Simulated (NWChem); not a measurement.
System: C2H6F2Si; SMILES F[Si@@H](C)CF

NWChem input:

```
start job
memory heap 200 mb stack 900 mb global 1100 mb
geometry units angstroms noautosym nocenter noautoz
  C     -1.084290     1.793270    -0.146619
  Si     0.053694     0.406571     0.356247
  F      1.567529     0.781019    -0.121815
  C     -0.446872    -1.208317    -0.489098
  F      0.284177    -2.269873     0.001774
  H     -0.735097     2.749048     0.273562
  H     -2.108509     1.618549     0.219297
  H     -1.123596     1.900832    -1.241845
  H      0.095203     0.205449     1.830888
  H     -1.523897    -1.405561    -0.327947
  H     -0.296125    -1.137904    -1.582505
end
basis spherical
  * library def2-svp
end
dft
  xc pbe0
  iterations 150
end
cosmo
  do_cosmo_smd true
  solvent toluene
end
task dft energy
```

Excerpt of the output:

```
             Northwest Computational Chemistry Package (NWChem) 7.3.0
             --------------------------------------------------------

                             Geometry "geometry" -> ""
                             -------------------------

 Output coordinates in angstroms (scale by  1.889725989 to convert to a.u.)

  No.       Tag          Charge          X              Y              Z
 ---- ---------------- ---------- -------------- -------------- --------------
    1 C                    6.0000    -1.08429000     1.79327000    -0.14661900
    2 Si                  14.0000     0.05369400     0.40657100     0.35624700
    3 F                    9.0000     1.56752900     0.78101900    -0.12181500
    4 C                    6.0000    -0.44687200    -1.20831700    -0.48909800
    5 F                    9.0000     0.28417700    -2.26987300     0.00177400
    6 H                    1.0000    -0.73509700     2.74904800     0.27356200
    7 H                    1.0000    -2.10850900     1.61854900     0.21929700
    8 H                    1.0000    -1.12359600     1.90083200    -1.24184500
    9 H                    1.0000     0.09520300     0.20544900     1.83088800
   10 H                    1.0000    -1.52389700    -1.40556100    -0.32794700
   11 H                    1.0000    -0.29612500    -1.13790400    -1.58250500

 Effective nuclear repulsion energy (a.u.)     241.7570783542

                                 NWChem DFT Module
                                 -----------------

 Summary of "ao basis" -> "ao basis" (spherical)
 ------------------------------------------------------------------------------
       Tag                 Description            Shells   Functions and Types
 ---------------- ------------------------------  ------  ---------------------
 C                          def2-svp                 6       14   3s2p1d
 Si                         def2-svp                 8       18   4s3p1d
 F                          def2-svp                 6       14   3s2p1d
 H                          def2-svp                 3        5   2s1p

 in cosmo_initialize ...
 calling solv_data for solv:toluene

 solvent parameters
 solvname_short: toluene
 solvname_long:  toluene
 dielec:        2.3741
 dielecinf:     2.2383
 nonaqueous SMD model solvent descriptors
 dielec:        2.3741
 sola:          0.0000
 solb:          0.1400
 solc:          0.8570
 solg:         40.2000
 solh:          0.0000
 soln:          1.4961

          ---------------
          -cosmo- solvent
          ---------------
 Cosmo: York-Karplus, doi: 10.1021/jp992097l
 dielectric constant -eps-     =   2.37
 screen = (eps-1)/(eps    )    =   0.57879
 surface charge correction     = lagrangian

   van der Waals surface
 --------------------------

 ---------- ATOMIC COORDINATES (A.U.) ------------ VDWR(ANG.) --
     1   -2.04901099    3.38878892   -0.27706973     1.850
     2    0.10146695    0.76830778    0.67320921     2.470
     3    2.96220029    1.47591190   -0.23019697     1.730
     4   -0.84446563   -2.28338804   -0.92426120     1.850
     5    0.53701666   -4.28943800    0.00335237     1.730
     6   -1.38913191    5.19494745    0.51695722     1.200
     7   -3.98450425    3.05861411    0.41441124     1.200
     8   -2.12328856    3.59205163   -2.34674677     1.200
     9    0.17990758    0.38824231    3.45987664     1.200
    10   -2.87974776   -2.65612515   -0.61972997     1.200
    11   -0.55959511   -2.15032676   -2.99050083     1.200
 number of segments per atom =        128
 number of   points per atom =        128
 atom (   nspa,  nppa )
 ----------------------
    1 (     42,     0 )       0
    2 (     65,     0 )       0
    3 (     66,     0 )       0
    4 (     29,     0 )       0
    5 (     82,     0 )       0
    6 (     51,     0 )       0
    7 (     53,     0 )       0
    8 (     53,     0 )       0
    9 (     32,     0 )       0
   10 (     50,     0 )       0
   11 (     51,     0 )       0
 number of -cosmo- surface points =      574
 molecular surface =    122.906 angstrom**2
 molecular volume  =    103.451 angstrom**3
 -lineq- algorithm             =   0
 -bem- low  level              =   3
 -bem- from -octahedral-
 gaussian surface charge width =   4.50000
 degree of switching           =   1.00000
 switching function tolerance  =   0.00010
 atomic radii =
 --------------
    1  6.000  1.850
    2 14.000  2.470
    3  9.000  1.730
    4  6.000  1.850
    5  9.000  1.730
    6  1.000  1.200
    7  1.000  1.200
    8  1.000  1.200
    9  1.000  1.200
   10  1.000  1.200
   11  1.000  1.200
 ...... end of -cosmo- initialization ......

 nat:                    11
 ixmem:                  6636
 calling mnsol_interface()
 G(SMD-CDS) energy (kcal/mol)  =     0.138
 SMD-CDS SASA (angstrom**2)    =   151.502

            General Information
            -------------------
          SCF calculation type: DFT
          Wavefunction type:  closed shell.
          No. of atoms     :    11
          No. of electrons :    50
           Alpha electrons :    25
            Beta electrons :    25
          Charge           :     0
          Spin multiplicity:     1
          Use of symmetry is: off; symmetry adaption is: off
          Maximum number of iterations: 150
          AO basis - number of functions:   104
                     number of shells:    50
          Convergence on energy requested:  1.00D-06
          Convergence on density requested:  1.00D-05
          Convergence on gradient requested:  5.00D-04

              XC Information
              --------------
                         PBE0 Method XC Functional
                     Hartree-Fock (Exact) Exchange  0.250
          PerdewBurkeErnzerhof Exchange Functional  0.750
            Perdew 1991 LDA Correlation Functional  1.000 local
           PerdewBurkeErnz. Correlation Functional  1.000 non-local

             Grid Information
             ----------------
          Grid used for XC integration:  medium
          Radial quadrature: Mura-Knowles
          Angular quadrature: Lebedev.
          Tag              B.-S. Rad. Rad. Pts. Rad. Cut. Ang. Pts.
          ---              ---------- --------- --------- ---------
          C                   0.70       49          11.0       434
          Si                  1.10       88           8.0       590
          F                   0.50       49          12.0       434
          H                   0.35       45          11.0       434
          Grid pruning is: on
          Number of quadrature shells:   554
          Spatial weights used:  Erf1

      Superposition of Atomic Density Guess
      -------------------------------------

 Sum of atomic energies:        -565.56886217

      Non-variational initial energy
      ------------------------------

 Total energy =    -567.463749
 1-e energy   =   -1263.301009
 2-e energy   =     454.080181
 HOMO         =      -0.333654
 LUMO         =       0.068570

   convergence    iter        energy       DeltaE   RMS-Dens  Diis-err
 ---------------- ----- ----------------- --------- --------- ---------
     COSMO gas phase
 d= 0,ls=0.0,diis     1   -568.2569446840 -8.10D+02  1.35D-02  7.42D-01
 d= 0,ls=0.0,diis     2   -568.2210537050  3.59D-02  7.00D-03  1.37D+00
 d= 0,ls=0.0,diis     3   -568.3402860124 -1.19D-01  8.55D-04  1.56D-02
 d= 0,ls=0.0,diis     4   -568.3413306739 -1.04D-03  3.26D-04  1.78D-03
 d= 0,ls=0.0,diis     5   -568.3415089682 -1.78D-04  8.69D-05  2.05D-04
  Resetting Diis
 d= 0,ls=0.0,diis     6   -568.3415306694 -2.17D-05  1.96D-05  5.96D-06
 d= 0,ls=0.0,diis     7   -568.3415312037 -5.34D-07  1.14D-05  7.80D-07
 d= 0,ls=0.0,diis     8   -568.3415311621  4.17D-08  6.11D-06  1.28D-06

   convergence    iter        energy       DeltaE   RMS-Dens  Diis-err
 ---------------- ----- ----------------- --------- --------- ---------
     COSMO solvation phase
 d= 0,ls=0.0,diis     1   -568.3456858697 -4.15D-03  8.66D-04  1.40D-03
 d= 0,ls=0.0,diis     2   -568.3459943200 -3.08D-04  2.22D-04  8.25D-04
 d= 0,ls=0.0,diis     3   -568.3460580685 -6.37D-05  6.32D-05  1.57D-04
 d= 0,ls=0.0,diis     4   -568.3460702232 -1.22D-05  1.76D-05  4.35D-06
 d= 0,ls=0.0,diis     5   -568.3460706362 -4.13D-07  4.96D-06  5.24D-07

         Total DFT energy =     -568.346070636218
      One electron energy =    -1267.259624640392
           Coulomb energy =      511.751930210270
    Exchange-Corr. energy =      -54.578930803382
 Nuclear repulsion energy =      241.757078354225

             COSMO energy =       -0.016523756939

 Numeric. integr. density =       49.999992316565

                                COSMO-SMD solvation results
                                ---------------------------

             internal energy in gas <Psi(g)|H|Psi(g)> =      -568.341531162056
         internal energy in solvent <Psi(s)|H|Psi(s)> =      -568.341102735206
                               delta internal energy  =         0.000428426849 (    0.27 kcal/mol)
   total free energy in solvent <Psi(s)|H+V/2|Psi(s)> =      -568.346290120632
 polarization energy contribution <Psi(s)|V/2|Psi(s)> =        -0.005187385426 (   -3.26 kcal/mol)
    total free energy in solvent including G(SMD-CDS) =      -568.346070636218
                       G(SMD-CDS) energy contribution =         0.000219484414 (    0.14 kcal/mol)
     1 M fixed-concentration free energy of solvation =        -0.004539474162 (   -2.85 kcal/mol)

                       DFT Final Molecular Orbital Analysis
                       ------------------------------------

 Vector   23  Occ=2.000000D+00  E=-3.560855D-01
              MO Center= -2.0D-01, -1.7D+00, -3.5D-01, r^2= 1.9D+00
   Bfn.  Coefficient  Atom+Function         Bfn.  Coefficient  Atom+Function
  ----- ------------  ---------------      ----- ------------  ---------------
    64      0.358556   5 F  px               66     -0.349406   5 F  pz
    95     -0.266182  10 H  s                67     -0.259508   5 F  px
    69      0.253873   5 F  pz              100      0.252181  11 H  s
    50      0.210986   4 C  px               52     -0.203629   4 C  pz
    96     -0.136530  10 H  s               101      0.126656  11 H  s

 Vector   24  Occ=2.000000D+00  E=-3.386587D-01
              MO Center= -2.3D-01,  8.4D-01,  5.2D-01, r^2= 3.0D+00
   Bfn.  Coefficient  Atom+Function         Bfn.  Coefficient  Atom+Function
  ----- ------------  ---------------      ----- ------------  ---------------
    90      0.306577   9 H  s                 5      0.226376   1 C  py
    91      0.218902   9 H  s                 4     -0.210152   1 C  px
    24      0.204962   2 Si pz               38      0.178977   3 F  pz
     8      0.163609   1 C  py                3     -0.158945   1 C  s
     6     -0.137749   1 C  pz               41     -0.131158   3 F  pz

 Vector   25  Occ=2.000000D+00  E=-3.064389D-01
              MO Center= -1.7D-01, -7.3D-01, -1.1D-01, r^2= 3.0D+00
   Bfn.  Coefficient  Atom+Function         Bfn.  Coefficient  Atom+Function
  ----- ------------  ---------------      ----- ------------  ---------------
    51      0.273013   4 C  py               65      0.259562   5 F  py
    23     -0.233533   2 Si py               52      0.207868   4 C  pz
    66      0.207096   5 F  pz               68     -0.201348   5 F  py
    49      0.200014   4 C  s                69     -0.156151   5 F  pz
     5      0.154492   1 C  py               64      0.150996   5 F  px

 Vector   26  Occ=0.000000D+00  E= 4.396562D-02
              MO Center= -1.5D-01,  1.6D-01,  3.0D-01, r^2= 3.9D+00
   Bfn.  Coefficient  Atom+Function         Bfn.  Coefficient  Atom+Function
  ----- ------------  ---------------      ----- ------------  ---------------
    25      1.040353   2 Si px                3      0.983734   1 C  s
    35     -0.380704   3 F  s                49      0.375440   4 C  s
    76     -0.351617   6 H  s                18     -0.336878   2 Si s
    86     -0.318687   8 H  s                22      0.235000   2 Si px
    63     -0.221179   5 F  s                17      0.187511   2 Si s

 Vector   27  Occ=0.000000D+00  E= 6.009102D-02
              MO Center= -4.5D-01,  9.3D-01, -5.0D-03, r^2= 5.5D+00
   Bfn.  Coefficient  Atom+Function         Bfn.  Coefficient  Atom+Function
  ----- ------------  ---------------      ----- ------------  ---------------
     3      1.757838   1 C  s                26     -0.753853   2 Si py
    81     -0.711353   7 H  s                76     -0.684601   6 H  s
    86     -0.565898   8 H  s                27      0.382195   2 Si pz
    54     -0.369632   4 C  py               91     -0.319661   9 H  s
    96     -0.312576  10 H  s                35      0.304204   3 F  s

 Vector   28  Occ=0.000000D+00  E= 7.308656D-02
              MO Center= -8.2D-01, -5.4D-01, -4.4D-01, r^2= 5.5D+00
   Bfn.  Coefficient  Atom+Function         Bfn.  Coefficient  Atom+Function
  ----- ------------  ---------------      ----- ------------  ---------------
    49      1.839233   4 C  s                18     -1.134940   2 Si s
     3      1.005055   1 C  s               101     -0.981636  11 H  s
    96     -0.901422  10 H  s                81     -0.562109   7 H  s
    26      0.547685   2 Si py               91      0.477401   9 H  s
    54      0.473584   4 C  py               86     -0.438518   8 H  s

     Multipole analysis of the density
     ---------------------------------

     L   x y z        total         alpha         beta         nuclear
     -   - - -        -----         -----         ----         -------
     0   0 0 0     -0.000000    -25.000000    -25.000000     50.000000

     1   1 0 0     -1.202027     -2.999148     -2.999148      4.796270
     1   0 1 0      0.587109      0.546363      0.546363     -0.505617
     1   0 0 1     -0.259638      0.565376      0.565376     -1.390390

     2   2 0 0    -28.066533    -85.100007    -85.100007    142.133481
     2   1 1 0     -0.095157     14.199154     14.199154    -28.493465
     2   1 0 1      0.421166     -4.598887     -4.598887      9.618939
     2   0 2 0    -29.543119   -192.133602   -192.133602    354.724085
     2   0 1 1      0.890914     -7.567808     -7.567808     16.026530
     2   0 0 2    -26.275016    -32.963625    -32.963625     39.652233
```

Level: PBE0/def2-SVP, SMD on the gas-phase geometry. Structure relaxed at the PBE0/def2-SVP level. Solvent: toluene.
